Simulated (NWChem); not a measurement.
System: GeH$_{3}$O$_{3}$Cl; SMILES [OH][Ge]([OH])([OH])[Cl]

Here is an NWChem input.

```
start job
memory heap 200 mb stack 900 mb global 1100 mb
geometry units angstroms noautoz
  O      0.155427    -1.657608     1.023956
  Ge     0.000000     0.000000     0.418107
  O     -1.513244     0.694200     1.023956
  O      1.357817     0.963408     1.023956
  Cl     0.000000     0.000000    -1.762494
  H      0.927090    -2.097138     0.618175
  H     -2.279720     0.245685     0.618175
  H      1.352630     1.851453     0.618175
end
basis spherical
  * library cc-pvtz
end
dft
  xc xpbe96 cpbe96
  iterations 150
  semidirect filesize 400000000
  mulliken
end
task dft energy
```

Geometry: optimised at PBE-D3(BJ)/def2-SVP.

Q: Predict the main results of this run. (PBE/cc-pVTZ.) Quantities: basis functions; energy (Ha); highest occupied level (eV); orbital gap (eV); dipole (D).

A: 
```json
{
  "number_of_basis_functions": "209",
  "energy (Ha)": "-2764.23",
  "highest occupied level (eV)": "-7.68",
  "orbital gap (eV)": "5.75",
  "dipole (D)": "0.87"
}
```
